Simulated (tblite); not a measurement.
HfI₄, triplet, at a GFN2-xTB geometry (such geometries of metal compounds can be far from the true shape) (the multiplicity is a formal guess); GFN1-xTB in tblite.

The tblite input:
```
$ tblite run mol.xyz --method gfn1 --charge 0 --spin 2 --json tblite.json --no-restart

# file mol.xyz
5

Hf    -0.00000000     0.00000000     0.00000000
I      2.17597930    -0.68115902    -1.62127852
I      0.88746986     0.43615763     2.61716857
I     -1.19878736     2.33070353    -0.97884499
I     -1.86466180    -2.08570214    -0.01704507
```

### Question
What does tblite print? Leave out banner, timings and long lists.

### Answer

```
xTB calculator
 | screened Coulomb repulsion
 | Coulomb electrostatics
 |  * isotropic Klopman-Ohno-Mataga-Nishimoto electrostatics
 |  * onsite third-order electrostatics
 | DFT-D3(BJ) dispersion correction

halogen bonding energy    0.0000000000000E+00 Eh
repulsion energy          3.9139329768149E-02 Eh
dispersion energy        -4.2201455254596E-03 Eh
number of electrons       3.2000000000000E+01 e
integral cutoff           3.5545256755052E+01 bohr

------------------------------------------------------------
  cycle        total energy    energy error   density error
------------------------------------------------------------
      1     -16.71904426953  -1.6753963E+01   5.8914845E-01
      2     -17.02385793157  -3.0481366E-01   3.0907658E-01
      3     -17.02382524453   3.2687041E-05   1.6124045E-01
      4     -17.02162308083   2.2021637E-03   4.5222786E-02
      5     -17.02636769849  -4.7446177E-03   3.1553164E-03
      6     -17.02633272293   3.4975565E-05   4.5310040E-03
      7     -17.02636337574  -3.0652814E-05   3.1763882E-03
      8     -17.02637784143  -1.4465690E-05   1.2237118E-03
      9     -17.02638066347  -2.8220394E-06   6.5031142E-04
     10     -17.02638138342  -7.1994164E-07   1.9409342E-05
------------------------------------------------------------

electronic energy        -1.7061300567658E+01 Eh
total energy             -1.7026381383415E+01 Eh

Post processing:
 | Mayer-Wiberg bond orders

[Info] JSON dump of results written to 'tblite.json'
```
